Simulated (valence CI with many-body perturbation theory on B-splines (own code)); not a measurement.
The numbers below are computed, except where a source is named.
Sensitivity of CI+MBPT for Pt7+

Method: relativistic CI+MBPT: three valence electrons over a frozen Dirac-Fock core [Xe] 4f14, a basis of 6 s, 6 p, 5 d, 5 f, 1 g functions for each j, with the one-electron correlation potential Σ1 (screened to all orders), the two-electron term Σ2, the three-electron term Σ3, Breit, model QED; selected single and double excitations, second order for the rest, scaled by the run's own slope (own B-spline code, finite nucleus).

No measured spectrum was set against this ion. As an estimate, terms of the open shell hold to 2 to 4 % of their energy, and close levels can change places; different configurations can be misplaced against each other by 1,000 to 8,000 cm⁻¹. Only levels of the ground parity were solved; by the run's estimate the other parity begins above the list, which can be wrong where configurations are misplaced.

The reference run has the lowest level 5d³ ⁴F_3/2 and an ionisation energy of 109.577 eV. Its largest variational space holds 3805 state functions.

Names give the largest LS component (configuration and term), which can be under half, so a name can repeat, a term be missing and a line seem to break the LS rules; names also repeat where a configuration has a term twice. Letters in brackets count levels of one name in rising energy.

Changed runs:
A. selection threshold (hartree) 2e-08 → 1e-06
B. orbitals per symmetry with explicit Σ2 and valence Breit (the others get mean screening factors) 5 → 1
C. Davidson tolerance 2e-05 → 0.001
D. factor on the speed of light 1 → 1.1 (bad on purpose)

Excitation energies of the reference run in cm⁻¹, and shifts in cm⁻¹:

| Level | Reference | A | B | C | D |
| --- | --- | --- | --- | --- | --- |
| 5d³ ⁴F_5/2 | 9961 | 0 | +41 | 0 | -2215 |
| 5d³ ⁴F_7/2 | 16958 | 0 | +62 | 0 | -3055 |
| 5d³ ⁴P_3/2 | 19388 | 0 | -57 | 0 | -1445 |
| 5d³ ⁴F_9/2 | 20639 | 0 | +81 | 0 | -2811 |
| 5d³ ⁴P_1/2 | 22635 | 0 | -85 | 0 | -1979 |
| 5d³ ²G_7/2 | 31931 | 0 | +147 | 0 | -3939 |
| 5d³ ²H_9/2 | 33408 | 0 | +129 | 0 | -4391 |
| 5d³ ⁴P_5/2 | 34012 | 0 | -55 | 0 | -3862 |
| 5d³ ²D_3/2 [a] | 38853 | 0 | +87 | 0 | -4480 |
| 5d³ ²P_1/2 | 40687 | +0.1 | +27 | 0 | -4509 |
| 5d³ ²H_11/2 | 43487 | +0.1 | +161 | 0 | -4763 |
| 5d³ ²D_5/2 [a] | 47417 | 0 | +93 | 0 | -5003 |
| Ionisation energy (eV) | 109.577 | +3.9e-05 | +0.084 | 0 | +0.257 |

No effect on these energies: C.
